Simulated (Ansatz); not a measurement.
Cost and result for the atomization energy of CH$_{6}$BGaSi (10 atoms, 11 bonds).

```csv
atom,x (Å),y (Å),z (Å)
B1,-0.4935,-1.2544,0.8363
Si2,0.5684,0.2896,1.0943
C3,0.9218,0.9342,-0.6271
Ga4,-0.8377,-0.0005,-0.8923
H5,-1.1051,-1.9747,1.5575
H6,-0.2405,-1.7536,-0.2972
H7,0.4610,1.2817,2.2013
H8,1.7862,0.5093,-1.1335
H9,0.8892,2.0132,-0.7729
H10,-1.9498,-0.0448,-1.9664
```

Total charge 0; spin multiplicity 1. Correlated methods include outer-core shells of Ga, which these sets cover unevenly. Scalar relativity is left out up to krypton. The bonds changed during the relaxation, so this is another structure than the one it started from. Geometry: relaxed with PBE0-D4/def2-TZVP. Program: Ansatz. All runs use 4 threads of an Arm Neoverse V2 on a shared host. Times are those of one run each, without the atoms' runs, and a repeat can differ threefold. Electronic energies, without spin–orbit coupling; frozen cores. CCSD(T)/CBS adds CCSD(T) − MP2 in def2-TZVPP to the MP2 limit, and its time is that of the two runs behind it. T1 = 0.014. With those shells the extrapolation isn't a true limit. B3LYP takes the VWN-RPA correlation (the form of Gaussian; ORCA's B3LYP/G).

CCSD(T)/CBS is a level of theory with its own doubt, some kJ/mol a heavy atom from the limit and from the frozen cores, so smaller differences don't rank the functionals.

```csv
level,functions,wall time,atomization (kJ/mol),difference from CCSD(T)/CBS,per bond
PBE-D4/def2-TZVPP (with forces),236,2.6 s,3187.8,37.3,3.4
PBE0-D4/def2-TZVPP,236,3.3 s,3162.4,11.9,1.1
B3LYP-D4/def2-TZVPP (with forces),236,4.9 s,3125.2,-25.3,-2.3
r2SCAN-D4/def2-TZVPP (with forces),236,5.5 s,3186.8,36.3,3.3
B2PLYP/def2-TZVPP,236,6 s,3099.8,-50.7,-4.6
ωB97X-V/def2-TZVPP,236,8.5 s,3157.2,6.7,0.6
ωB97M-V/def2-TZVPP (with forces),236,13 s,3147.1,-3.4,-0.3
MP2/def2-QZVPP,453,23 s,3152.3,1.8,0.2
CCSD(T)/def2-TZVPP,236,110 s,3085.7,-64.8,-5.9
CCSD(T)/CBS(def2),–,2.2 min,3150.5,0.0,0.0
```

From PBE to PBE0 (25 % exact exchange), in def2-TZVPP and without D4, the atomization energy moves by −21.7 kJ/mol: exact exchange takes away binding that semilocal exchange gives to molecules. In def2-TZVPP, CCSD(T) changes the Hartree–Fock value by +769.2 kJ/mol (the triples alone add +52.0 kJ/mol) and MP2 by +798.2 kJ/mol; breaking electron pairs costs correlation energy, which Hartree–Fock lacks. The D4 term adds +39.0 kJ/mol with B3LYP and +20.1 kJ/mol with PBE0; it sums over pairs of atoms, weighted by their polarisabilities, and B3LYP, whose exchange is more repulsive, gets the larger term.
